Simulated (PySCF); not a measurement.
Coordinates in bohr (charge 0 multiplicity 1):
```
Mo    0.0000    0.2941    0.2081
N     0.0000   -2.1934   -1.5517
H     2.7568   -0.2850    1.7480
H    -2.7568   -0.2850    1.7480
H     0.0000    2.4727   -2.1501
```

Level of theory: PBE0/[Mo def2-TZVP with ECP28, N def2-TZVP, H def2-TZVP], scalar-relativistic core potentials, density fitting, no spin–orbit coupling, PySCF.

This geometry of H₃MoN is a stationary point at this level.

What is the point group?

C3v.

Is it a minimum?

Yes: all harmonic wavenumbers are real.

Which band is strongest in the infrared?

1933 cm⁻¹ (e), 479 km/mol.

Give the atomic charges and bond orders.


```csv
atom,Mulliken,Löwdin,polar tensor,Mayer order to Mo1
Mo1,0.65,0.30,1.17,–
N2,-0.41,-0.20,-0.41,2.95
"H3,4,5",-0.08,-0.03,-0.25,0.95
```

Stability towards spin polarisation was not tested. Only a few start shapes were tried, so a lower isomer may exist.
